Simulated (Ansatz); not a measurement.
Basis-set series for C$_{2}$H$_{5}$OSi (`C=C[SiH]O`) radical. Charge 0, multiplicity 2. The geometry is a stationary point of PBE0-D4/def2-TZVP. It is one conformer, not always the lowest.

```
functional       basis  functions  energy (Eh)  HOMO (eV)  LUMO (eV)
   PBE0-D4    def2-SVP         85   -443.39743      -5.42      -1.96
   PBE0-D4  def2-QZVPP        391   -443.70561      -5.56      -2.10
   ωB97M-V    def2-SVP         85   -443.59803      -7.11      -0.23
   ωB97M-V  def2-QZVPP        391   -443.91248      -7.27      -0.48
```

Problem. Give the rows for def2-TZVPP. (Best estimate.)

Solution. Ansatz gave: 
| functional | basis | functions | energy (Eh) | HOMO (eV) | LUMO (eV) |
| --- | --- | --- | --- | --- | --- |
| PBE0-D4 | def2-TZVPP | 205 | -443.68656 | -5.53 | -2.04 |
| ωB97M-V | def2-TZVPP | 205 | -443.89438 | -7.23 | -0.39 |

HOMO and LUMO are taken over both spins.
